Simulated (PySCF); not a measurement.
Se(CH3)2, optimised at PBE0/def2-TZVP:

```xyz
9

C      1.4434    -0.0231     0.0766
Se     0.0328     0.5995    -1.1022
C     -1.4660     0.0171    -0.0151
H      1.3843    -1.1036     0.2032
H      2.3900     0.2319    -0.3986
H      1.3800     0.4763     1.0428
H     -1.4450    -1.0646     0.1138
H     -2.3733     0.2979    -0.5487
H     -1.4498     0.5153     0.9536
```

Energies from PySCF (xtb for GFN2), thermal terms from the rigid-rotor harmonic-oscillator model, ideal gas at 1 bar. 6-31G* has spherical d functions here. All species are closed-shell singlets. B3LYP is the form with VWN-RPA correlation. Se: all electrons, no relativistic terms.

Task: List the harmonic frequencies (cm⁻¹, unscaled) at this level and at the other levels, each on its own geometry.

Result: 
- PBE0/def2-TZVP: 152, 157, 212, 614, 629, 859, 897, 927, 981, 1297, 1318, 1452, 1461, 1465, 1472, 3063, 3066, 3156, 3162, 3168, 3169
- B3LYP/6-31G*: 147, 158, 208, 579, 596, 869, 907, 938, 993, 1331, 1355, 1493, 1502, 1505, 1512, 3071, 3073, 3161, 3166, 3169, 3170
- GFN2-xTB: 140, 152, 206, 571, 577, 830, 869, 898, 919, 1284, 1288, 1431, 1433, 1438, 1439, 3001, 3001, 3008, 3009, 3035, 3040
- HF/6-31G*: 167, 170, 228, 634, 657, 954, 997, 1025, 1088, 1465, 1489, 1612, 1621, 1624, 1632, 3231, 3233, 3322, 3326, 3326, 3327
- PBE/def2-SVP: 148, 158, 208, 584, 596, 822, 857, 890, 938, 1233, 1257, 1381, 1389, 1395, 1402, 2976, 2979, 3082, 3089, 3099, 3100
